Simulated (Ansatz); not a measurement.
Consider the ligand exchange at the Al–Se bond: `C/N=C\[Se][AlH2]` + `CB[TeH]` → `CB[Te][AlH2]` + `C/N=C/[SeH]`.

Isolated molecules relaxed with PBE0-D4/def2-TZVP in Ansatz; ΔE leaves out vibrations. CBS: MP2 limit from def2 TZ/QZ plus the TZ coupled-cluster correction, frozen cores. Double bonds are as drawn, so ΔE can hold a change between cis and trans. DFT in def2-TZVPP. B3LYP here is the variant with VWN-RPA as its local correlation; programs differ in this. Elements past krypton have def2 core potentials. For Se, Te outer-core shells are correlated without core-valence functions, which leaves a few kJ/mol of doubt a bond. Scalar relativity is left out up to krypton. One conformer a species, not always the lowest.

(1) Is it downhill or uphill in electronic energy at CCSD(T)/CBS, and by how much? (Estimate.)

(2) What do these levels give: PBE-D4, B3LYP-D4, ωB97M-V, MP2/def2-TZVPP, SCS-MP2/def2-TZVPP, MP2/def2-QZVPP? (Best estimate.)

Largest T1 diagnostic among the species: 0.013.

## Answers

(1) Computed: Uphill: ΔE = +0.15 eV.

(2) Computed: PBE-D4 0.17, B3LYP-D4 0.16, ωB97M-V 0.14, MP2/def2-TZVPP 0.11, SCS-MP2/def2-TZVPP 0.11, MP2/def2-QZVPP 0.11 eV.

The D4 term adds +0.04 eV with B3LYP and +0.02 eV with PBE0; it sums over pairs of atoms, weighted by their polarisabilities, and B3LYP, whose exchange is more repulsive, gets the larger term. From PBE to PBE0 (25 % exact exchange), in def2-TZVPP and without D4, ΔE moves by −0.04 eV. In def2-TZVPP, CCSD(T) changes the Hartree–Fock value by +0.13 eV (the triples alone add +0.03 eV) and MP2 by +0.10 eV.
